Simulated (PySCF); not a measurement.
**Isomers of C3H7Br: computed energies against enthalpies of formation**

**Measured values to compare with.**

CRC Handbook of Chemistry and Physics lists, for the gas at 298.15 K: enthalpy of formation of `CC(C)Br` (2-bromopropane) -99.4 kJ/mol; enthalpy of formation of `CCCBr` (n-propyl bromide) -87 kJ/mol.

The runs below try to reproduce these values; the comparison stands at the end.

Differences of these values give the isomerisation enthalpies. Geometries: PBE0-D3(BJ)/def2-SVP; runs in PySCF, gas phase, with a dispersion term only where the level names one. Total electronic energies (Eh):

| SMILES | PBE0-D3(BJ)/def2-SVP |
| --- | --- |
| CC(C)Br | -2691.86254 |
| CCCBr | -2691.85857 |

Geometry of `CC(C)Br` (Å):
```
atom  x, y, z in Å
C1    -1.6022   -0.3325    0.0044
C2    -0.1856    0.1867    0.1139
C3     0.8668   -0.8993    0.0861
Br4    0.1564    1.4602   -1.3507
H5    -1.7477   -0.8828   -0.9374
H6    -2.3362    0.4843    0.0448
H7    -1.8050   -1.0220    0.8401
H8    -0.0731    0.8070    1.0143
H9     0.6963   -1.5966    0.9232
H10    1.8794   -0.4835    0.1829
H11    0.8168   -1.4713   -0.8523
```

Geometry of `CCCBr` (Å):
```
atom  x, y, z in Å
C1    -1.3521   -0.0464   -0.0685
C2     0.0786   -0.5646   -0.1091
C3     1.0787    0.5322    0.1874
Br4    2.9132   -0.1131    0.1432
H5    -1.5155    0.7497   -0.8121
H6    -1.6049    0.3658    0.9213
H7    -2.0677   -0.8536   -0.2840
H8     0.3005   -0.9969   -1.0983
H9     0.2107   -1.3798    0.6207
H10    1.0267    1.3453   -0.5497
H11    0.9335    0.9603    1.1889
```

Zero-point and thermal terms are left out, so the computed numbers are electronic energies.

## Comparison

Relative to `CC(C)Br`, the lowest by measurement, in kJ/mol (measured: enthalpies at 298.15 K; computed: electronic energies):

```csv
SMILES,measured,PBE0-D3(BJ)/def2-SVP
CC(C)Br,0.0,0.0
CCCBr,12.4,10.4
```

Measured values: -99.4 kJ/mol (298.15 K; CRC Handbook of Chemistry and Physics) for the first row; the others come from the same table. Unsigned miss: PBE0-D3(BJ)/def2-SVP 2.0 kJ/mol. One conformer stands for `CCCBr`, not necessarily the lowest, while the measurement averages over conformers. Where a level misses, the cause wasn't examined.
